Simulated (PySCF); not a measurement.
# BiBr at PBE

Computed with PBE; basis Bi def2-SVP with ECP60, Br def2-SVP; scalar-relativistic core potentials; PySCF 2.14.

For BiBr, the state is ³Σ⁻ (triplet), unpaired electrons π ↑↑ and the bond length is 2.627 Å. The harmonic wavenumber is 220 cm⁻¹ and the force constant is 1.64 mdyn/Å. The rotational constant Be is 0.04264 cm⁻¹ and the anharmonicity ωexe is 0.485 cm⁻¹. The vibration–rotation constant αe is 0.000122 cm⁻¹, the well depth De to Bi + Br is 66.4 kcal/mol and the dissociation energy D0 is 66.0 kcal/mol. The bond order (Mayer) is 1.15 and the dipole moment (positive dipole means Bi(−)Br(+)) is -2.63 D.

These are scalar-relativistic numbers at best; spin–orbit coupling would shift them, the dissociation energy most. The state was picked by a PBE0 search and need not be the measured ground state.
